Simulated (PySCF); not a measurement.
chloro(methylsilyl)silane (CH7ClSi2), SMILES C[SiH2][SiH2]Cl. Geometry: PBE-D3(BJ)/def2-SVP. The values are those of a single conformer.

Computed equilibrium geometry at PBE-D3(BJ)/def2-SVP (PySCF confirms it by a frequency run) as Cartesian coordinates in Å (one conformer of several):
```xyz
11

Si     0.8668     0.2917     0.8079
Cl     1.5795     0.3014    -1.1699
Si    -1.2634    -0.6972     0.7058
C     -2.2622     0.1673    -0.6494
H      0.8195     1.7189     1.2855
H      1.8540    -0.4586     1.6595
H     -1.9399    -0.5922     2.0499
H     -1.0763    -2.1581     0.3880
H     -2.4657     1.2219    -0.3757
H     -3.2307    -0.3438    -0.8196
H     -1.6854     0.1606    -1.5958
```
Charge 0, spin multiplicity 1.
